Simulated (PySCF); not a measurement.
**V+ (vanadium, charge +1) across methods**

[Ar] 3d3 4p1, one real determinant (an excited configuration). All numbers are calculated (PySCF 2.14, the spin-free X2C one-electron Hamiltonian (Gaussian nucleus), in ANO-RCC-VTZP). The B2PLYP total includes its PT2 part (frozen core); its orbital energies are those of the SCF part.

```tsv
method	E (hartree)	mean ε 3p β (eV)	mean ε 3d α (eV)	mean ε 4p α (eV)	Σ⟨r²⟩ (bohr²)	⟨S²⟩
M06-2X	-948.762	-56.353	-18.799	-9.140	33.53	6.001
B2PLYP	-948.521	-56.106	-19.079	-8.940	33.84	6.001
LDA	-946.546	-50.965	-15.016	-8.138	33.09	6.000
PBE0	-948.577	-53.581	-17.038	-8.609	33.47	6.001
BLYP	-948.817	-50.700	-14.819	-7.919	33.30	6.000
UHF	-947.78793	-60.384	-22.738	-9.741	34.72	6.002
PBE	-948.543	-50.876	-14.981	-8.105	33.31	6.000
r2SCAN	-948.746	-51.623	-15.457	-8.131	33.27	6.001
```

⟨L²⟩ = 14.01 against 20 for a pure G term, so this real determinant mixes terms.
